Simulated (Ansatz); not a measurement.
Wavefunction ladder for C2H6F2Si2 (`C=C[Si](F)(F)[SiH3]`)

Cartesian coordinates in Å:
```
C 1.6195 1.0646 1.3422
C 1.0942 0.9050 0.1294
Si -0.6842 0.4942 -0.1264
F -1.4250 0.6453 1.2800
F -1.3359 1.5693 -1.1101
Si -1.1140 -1.6418 -0.9870
H 1.0138 0.9845 2.2400
H 2.6720 1.2884 1.4908
H 1.7453 0.9926 -0.7389
H -2.5694 -1.8271 -1.2231
H -0.3832 -1.8073 -2.2721
H -0.6329 -2.6678 -0.0247
```

Charge 0, multiplicity 1. The geometry is a stationary point of PBE0-D4/def2-TZVP. It is one conformer, not always the lowest. Frozen core, restricted reference, Ansatz. CBS rows extrapolate triple and quadruple zeta; past MP2 they add the triple-zeta difference.

```csv
basis,HF (Eh),MP2 corr.,CCSD corr.,(T),CCSD(T) total
def2-TZVPP,-856.23789,-1.05726,-1.10552,-0.03945,-857.38286
def2-QZVPP,-856.26931,-1.14562,–,–,–
CBS(def2),-856.27363,-1.21108,-1.25934,as TZ,-857.57242
```
